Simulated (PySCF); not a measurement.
**Ionisation energy of Cd by level of theory**

Cd [Kr] 4d10 5s2 (1S) → Cd⁺ [Kr] 4d10 5s1 (2S), as a difference of total energies. Computed with PySCF 2.14 in ANO-RCC-VTZP (7s6p4d2f1g, 68 functions), with the spin-free X2C one-electron Hamiltonian (Gaussian nucleus). Correlated levels: valence and next inner shell: [Ar] 3d10 frozen. The calculations carry no spin-orbit coupling.

```
                                method  ionisation energy (eV)  error (eV)
                                   UHF                   7.336      -1.658
    MP2 (valence and next inner shell)                   8.922      -0.072
SCS-MP2 (valence and next inner shell)                   8.867      -0.127
   CCSD (valence and next inner shell)                   8.789      -0.205
CCSD(T) (valence and next inner shell)                   8.931      -0.063
```

Reference: 8.994 eV (measured; NIST Atomic Spectra Database, ionization energies).

Errors of the correlated levels include the incompleteness of this basis and the frozen core.
